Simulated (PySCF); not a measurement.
A structure optimised at B3LYP-D3(BJ)/def2-SVP, used in a PySCF frequency run:

```
Ti
O 1 1.5937
F 1 1.7781 2 114.67
F 1 1.7781 2 114.67 3 -155.19
```
Charge 0, spin multiplicity 1.

### Question
Write its SMILES, formula and point group.

### Answer
[O]=[Ti]([F])[F], F₂OTi, Cs

### Question
What are its rotational constants (standard atomic weights)?

### Answer
7.8522, 5.2632, 3.2066 GHz
